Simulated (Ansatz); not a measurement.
Consider the cleavage of the Zn–Al bond: `[OH][AlH][Zn][F]` + HBr → `[F][Zn][Br]` + `[OH][AlH2]`.

Gas-phase electronic energies from Ansatz, PBE0-D4/def2-TZVP geometries. CCSD(T)/CBS adds triple-zeta CCSD(T) − MP2 to the extrapolated MP2 energy (def2 sets, frozen cores). This one scheme is used for every species. DFT in def2-TZVPP. For Br, Zn outer-core shells are correlated without core-valence functions, which leaves a few kJ/mol of doubt a bond. Scalar relativity is left out up to krypton. One conformer a species, not always the lowest.

`[OH][AlH][Zn][F]`:

```xyz
6

O     0.888   -1.489   -0.207
Al   -0.157   -0.366    0.522
Zn   -0.388    1.719   -0.734
F    -0.561    3.231   -1.637
H     1.082   -2.350    0.162
H    -0.864   -0.745    1.894
```

HBr:

Z-matrix (Å, degrees):
```
Br
H 1 1.420
```

`[F][Zn][Br]`:

Cartesian coordinates in Å:
```
F -1.398 1.276 0.148
Zn -0.115 0.105 0.012
Br 1.512 -1.381 -0.160
```

`[OH][AlH2]`:

Cartesian coordinates in Å:
```
O -0.669 -0.545 0.858
Al 0.093 0.334 -0.376
H -0.241 -1.243 1.348
H 1.596 0.006 -0.760
H -0.779 1.449 -1.070
```

| level | ΔE (kJ/mol) | difference from CCSD(T)/CBS |
| --- | --- | --- |
| LDA (SPW92) | -59.3 | 31.6 |
| r2SCAN0-D4 | -87.0 | 3.9 |
| PBE | -62.4 | 28.5 |
| r2SCAN | -78.8 | 12.1 |
| LC-ωPBE | -84.3 | 6.6 |
| MP2/def2-SVP | -99.7 | -8.8 |
| CCSD/def2-TZVPP | -87.9 | 3.0 |
| CCSD(T)/def2-TZVPP | -84.1 | 6.8 |
| HF/CBS(def2) | -122.3 | -31.4 |
| CCSD/CBS(def2) | -94.6 | -3.7 |
| CCSD(T)/CBS | -90.9 | 0 |

Largest T1 diagnostic among the species: 0.016.

From r2SCAN to r2SCAN0 (25 % exact exchange), in def2-TZVPP and without D4, ΔE moves by −8.4 kJ/mol. In def2-TZVPP, CCSD(T) changes the Hartree–Fock value by +33.6 kJ/mol (the triples alone add +3.8 kJ/mol) and MP2 by +27.9 kJ/mol.
